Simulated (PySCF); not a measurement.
Al⁺ (aluminium, charge +1) across methods

[Ne] 3s2, closed-shell 1S. Calculation: PySCF 2.14, in aug-cc-pVDZ-DK (5s4p2d, 27 functions); the spin-free X2C one-electron Hamiltonian (Gaussian nucleus).

```csv
method,E (hartree),mean ε 2s (eV),mean ε 2p (eV),mean ε 3s (eV),Σ⟨r²⟩ (bohr²),⟨S²⟩
UHF,-242.10380,-142.55,-95.921,-17.786,17.30,0.000
PBE0,-242.4622,-123.45,-82.906,-15.792,16.93,0.000
M06-L,-242.5635,-121.08,-80.014,-14.874,16.57,0.000
LDA,-241.5144,-115.89,-78.178,-14.950,16.84,0.000
B3LYP,-242.6019,-122.09,-82.201,-15.676,16.89,0.000
PBE,-242.4410,-116.66,-78.198,-14.850,16.90,0.000
r2SCAN,-242.5397,-120.28,-80.019,-14.980,17.01,0.000
TPSSh,-242.5835,-120.64,-80.513,-15.268,16.97,0.000
M06,-242.5714,-124.04,-83.280,-15.739,16.53,0.000
```
